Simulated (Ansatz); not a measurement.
The cluster Cu6P⁻ (the lowest singlet isomer of a short search). Total charge -1; singlet. Geometry PBE0-D4/def2-SVPD, basis def2-TZVPD, Ansatz.

Cartesian coordinates in Å:
```
P -0.315 2.105 -0.847
Cu 1.315 0.598 -0.964
Cu -0.051 0.665 1.025
Cu 2.189 -0.784 0.845
Cu -1.836 -1.324 0.997
Cu 0.191 -1.481 -0.197
Cu -1.494 0.220 -0.859
```

```json
{"run": "A", "HOMO (eV)": "-2.89", "LUMO (eV)": "2.80"}
{"run": "B", "HOMO (eV)": "-0.54", "LUMO (eV)": "0.57"}
{"run": "C", "HOMO (eV)": "-0.50", "LUMO (eV)": "0.48"}
{"run": "D", "HOMO (eV)": "-0.71", "LUMO (eV)": "0.27"}
{"run": "E", "HOMO (eV)": "-0.99", "LUMO (eV)": "0.99"}
{"run": "F", "HOMO (eV)": "-1.05", "LUMO (eV)": "1.19"}
```

LC-ωPBE has ω = 0.4 bohr⁻¹. B3LYP takes the VWN-RPA correlation. No other spin state of charge -1 was run. Another isomer (singlet) lies 0.09 eV lower at PBE0-D4/def2-TZVPD; other spin states weren't run for this one.

**Question.** The runs used B3LYP, LC-ωPBE, LDA (SPW92), PBE, PBE0, r2SCAN. Estimate which is which.

**Answer.** A LC-ωPBE (range-separated); B r2SCAN (0 % exact exchange); C PBE (0 % exact exchange); D LDA (SPW92) (0 % exact exchange); E B3LYP (20 % exact exchange); F PBE0 (25 % exact exchange). Exact exchange lowers occupied and raises empty levels; among semilocal functionals meta-GGAs tend to open the gap a little, and such runs are hard to tell apart. The gap grows from 0.98 eV (PBE) to 5.69 eV (LC-ωPBE). The restricted singlet is unstable towards broken spin symmetry in Hartree–Fock (as tested in another run); at LC-ωPBE/def2-TZVPD, r2SCAN-D4/def2-TZVPD, PBE-D4/def2-TZVPD, LDA (SPW92)/def2-TZVPD and others this wasn't settled.
